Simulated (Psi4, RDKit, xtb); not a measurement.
Conformational energy of SMILES COc1ccc(O)s1. Scanned: dihedral C1–O2–C3–S8; all other coordinates were relaxed at GFN2-xTB. Points at φ and −φ are mirror images. Heavy atoms are numbered in the order of the SMILES COc1ccc(O)s1, hydrogens after them in the order of the atoms that carry them; the mirror image has the same energies with the sign of each dihedral reversed.

Computed with: GFN1-xTB // GFN2-xTB (xtb); B3LYP/def2-SVP // GFN2-xTB (Psi4); UFF // GFN2-xTB (RDKit).

Energies in kJ/mol, each method relative to its own lowest point.

```tsv
φ / °	GFN1-xTB	B3LYP/def2-SVP	UFF
-160	6.2	1.6	15.1
-140	7.9	4.9	20.9
-120	8.9	6.2	27.5
-100	8.1	4.6	33.2
-80	6.4	3.4	32.6
-60	4.5	4.0	23.7
-40	2.7	5.1	12.1
-20	0.8	6.1	3.4
0	0.0	6.6	0.0
20	0.8	6.1	3.4
40	2.7	5.1	12.1
60	4.5	4.0	23.7
80	6.4	3.4	32.6
100	8.1	4.6	33.2
120	8.9	6.2	27.5
140	7.9	4.9	20.9
160	6.2	1.6	15.1
180	5.5	0.0	12.9
```
